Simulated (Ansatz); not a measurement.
Basis-set series for `CCCCCCN`. Charge 0, multiplicity 1. All single points use the PBE0-D4/def2-TZVP geometry. It is one conformer, not always the lowest.

```csv
functional,basis,functions,energy (Eh),HOMO (eV),LUMO (eV)
PBE0-D4,def2-TZVPP,427,-292.18896,-6.76,1.12
PBE0-D4,def2-QZVPP,849,-292.20603,-6.80,0.73
ωB97M-V,def2-TZVPP,427,-292.36796,-9.17,2.53
ωB97M-V,def2-QZVPP,849,-292.38481,-9.21,1.91
```

(1) Give the rows for def2-SVP. (An estimate is asked.)

## Answers

(1) The calculation gave: 
```
functional     basis  functions  energy (Eh)  HOMO (eV)  LUMO (eV)
   PBE0-D4  def2-SVP        173   -291.86976      -6.52       1.77
   ωB97M-V  def2-SVP        173   -292.02901      -8.93       3.41
```

Positive LUMOs are unbound and depend on the basis.

Computed with Ansatz.
